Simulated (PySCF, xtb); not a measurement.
C₄H₁₂Si₂, SMILES C1C[SiH2]C[SiH2]C1. The values are those of a single conformer.

Harmonic wavenumbers (cm⁻¹) from GFN2-xTB run with xtb at its own minimum, in rising order: 115, 117, 239, 245, 269, 394, 457, 493, 560, 568, 617, 645, 663, 702, 711, 753, 764, 780, 792, 816, 825, 954, 983, 1000, 1062, 1120, 1126, 1170, 1228, 1301, 1314, 1352, 1459, 1482, 1491, 1513, 2190, 2200, 2207, 2213, 2916, 2954, 2955, 2966, 2976, 2978, 2982, 3004.

Problem. What does PySCF with PBE-D3(BJ)/def2-SVP give at its own minimum? (The exact figures need the calculation; the answer reports its results.)

Solution. 128, 131, 248, 250, 258, 369, 484, 506, 565, 600, 611, 622, 647, 711, 730, 762, 793, 797, 865, 897, 908, 917, 943, 962, 1008, 1024, 1054, 1104, 1200, 1209, 1265, 1309, 1327, 1364, 1381, 1423, 2137, 2142, 2142, 2146, 2948, 2960, 2962, 2987, 2992, 3021, 3022, 3057. Paired by order, the mean absolute difference is 42 cm⁻¹ and the zero-point energies are 89.5 and 88.5 kcal/mol.
